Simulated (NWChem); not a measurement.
Species: C$_{5}$H$_{9}$N; SMILES CC(C)(C)C#N

Results from NWChem. Pople sets run with spherical d functions. Each level has its own optimisation. Computed dipoles belong to the equilibrium geometry; the measured one is vibrationally averaged.

Measured dipole moment: 3.95 D (NIST CCCBDB, as tabulated in the package chemicals).

Which of these levels lies farthest from the measured value, and how do the others fare: Hartree-Fock/STO-3G; Hartree-Fock/3-21G; LDA (Slater exchange, VWN5)/def2-SVP; PBE/def2-SVP; PBE0/def2-SVP; B3LYP/6-31G*; Hartree-Fock/6-31G*; BLYP/def2-SVP?

Hartree-Fock/STO-3G.
```
level                                 dipole moment (D)  computed − measured
------------------------------------  -----------------  -------------------
Hartree-Fock/STO-3G                                3.31                -0.64
Hartree-Fock/3-21G                                 4.06                +0.11
Hartree-Fock/6-31G*                                4.20                +0.25
B3LYP/6-31G*                                       3.95                 0.00
LDA (Slater exchange, VWN5)/def2-SVP               3.84                -0.11
PBE/def2-SVP                                       3.81                -0.14
BLYP/def2-SVP                                      3.76                -0.19
PBE0/def2-SVP                                      3.93                -0.02
```
